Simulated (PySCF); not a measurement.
Several molecules and their computed UV-vis stick spectra, shuffled. Level of theory: TDDFT CAM-B3LYP/def2-SVPD, vertical, gas phase, core orbitals frozen in the response (PySCF). Geometries: GFN2-xTB; one conformer of each isolated species. Triplets are in the Tamm–Dancoff approximation.

A. `C1C=C[P@](=O)(C1)C`
B. `C=C[P@@H](=O)C1CC1`
C. `C#CCP(C)(C)=O`

Lowest singlet levels (six at most, fewer where fewer were computed) with oscillator strengths:

1. 6.22 eV (f 0.003); 6.57 eV (f 0.026); 7.34 eV (f 0.011); 7.39 eV (f 0.412); 7.47 eV (f 0.081); 7.79 eV (f 0.007); T1 4.39 eV
2. 6.56 eV (f 0.000); 6.74 eV (f 0.026); 6.80 eV (f 0.002); 7.19 eV (f 0.002); 7.49 eV (f 0.052); 7.78 eV (f 0.026); T1 5.43 eV
3. 6.12 eV (f 0.013); 6.43 eV (f 0.006); 7.09 eV (f 0.220); 7.32 eV (f 0.023); 7.45 eV (f 0.034); 7.55 eV (f 0.026); T1 4.36 eV

Task: Which spectrum belongs to which structure?

Result: 1 = B, 2 = C, 3 = A.
- A: S1 at 6.12 eV, HOMO→LUMO (61%), HOMO-1→LUMO (27%); Löwdin shares by element: HOMO oxygen 48%, carbon 21% or more, phosphorus 13% (atoms not listed hold the other 18%); LUMO carbon 66% or more, phosphorus 6% (atoms not listed hold the other 28%); HOMO -8.86 and LUMO 0.57 eV.
- B: S1 at 6.22 eV, HOMO-1→LUMO (60%), HOMO→LUMO (35%); Löwdin shares by element: HOMO oxygen 55%, carbon 18% or more, phosphorus 14%; LUMO carbon 66% or more, phosphorus 9%, hydrogen 6% or more (atoms not listed hold the other 19%); HOMO -9.16 and LUMO 0.41 eV.
- C: S1 at 6.56 eV, HOMO→LUMO+2 (32%), HOMO-2→LUMO+1 (30%), HOMO-3→LUMO+2 (15%); Löwdin shares by element: HOMO carbon 40% or more, oxygen 39% (atoms not listed hold the other 21%); LUMO carbon 49% or more (atoms not listed hold the other 51%); HOMO -8.87 and LUMO 1.03 eV; point group Cs, 1 of its 6 listed states under f = 0.0005.
A and B have S1 within 0.11 eV of each other; their strongest listed levels stand at 7.09 eV (f 0.220) and 7.39 eV (f 0.412).
